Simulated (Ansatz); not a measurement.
Isolated molecules relaxed with PBE0-D4/def2-TZVP in Ansatz; ΔE leaves out vibrations. CCSD(T)/CBS is the MP2 limit (def2-TZVPP, def2-QZVPP) plus CCSD(T) − MP2 in def2-TZVPP, frozen cores. This one scheme is used for every species. DFT in def2-TZVPP. For Ge, Se outer-core shells are correlated without core-valence functions, which leaves a few kJ/mol of doubt a bond. Scalar relativity is left out up to krypton. One conformer a species, not always the lowest.

Consider the ligand exchange at a Ge–C bond: `C#[C][GeH]([F])[F]` + H₂Se → `[F][GeH]([F])[SeH]` + `C#C`.

`C#[C][GeH]([F])[F]`:

Cartesian coordinates in Å:
```
C -0.535 1.370 -1.404
C -0.227 0.561 -0.569
Ge 0.193 -0.693 0.765
F 0.571 -2.186 0.000
F 1.657 -0.201 1.523
H -0.799 2.086 -2.150
H -0.859 -0.939 1.836
```

H₂Se:

Z-matrix (Å, degrees):
```
Se
H 1 1.467
H 1 1.467 2 91.2
```

`[F][GeH]([F])[SeH]`:

```xyz
6

F     0.534   -0.921    1.779
Ge    0.423   -0.085    0.277
F     0.827    1.548    0.659
Se   -1.798   -0.266   -0.363
H     1.499   -0.600   -0.678
H    -1.484    0.324   -1.673
```

`C#C`:

Cartesian coordinates in Å:
```
C 0.374 0.291 -0.366
C -0.374 -0.291 0.366
H 1.039 0.808 -1.017
H -1.039 -0.808 1.017
```

CCSD(T)/CBS gives -40.6 kJ/mol.

Problem. Another level gave -48.0 kJ/mol. Which?
A. CCSD(T)/def2-TZVPP
B. PBE-QIDH/def2-TZVPP
C. PBE-D4/def2-TZVPP
D. RPA@PBE/def2-TZVPP

Solution. C. PBE-D4 -48.0, PBE-QIDH -40.0, RPA@PBE/def2-TZVPP -28.8, CCSD(T)/def2-TZVPP -33.3 kJ/mol.

Largest T1 diagnostic among the species: 0.013.

At CCSD(T), def2-SVP lies +11.4 kJ/mol from the extrapolated value and def2-TZVPP +7.3 kJ/mol. From BLYP to BHLYP (50 % exact exchange), in def2-TZVPP and without D4, ΔE moves by +3.9 kJ/mol.

CCSD(T)/CBS has its own doubt, a few kJ/mol and more with outer-core shells, so smaller differences from it don't rank the levels.
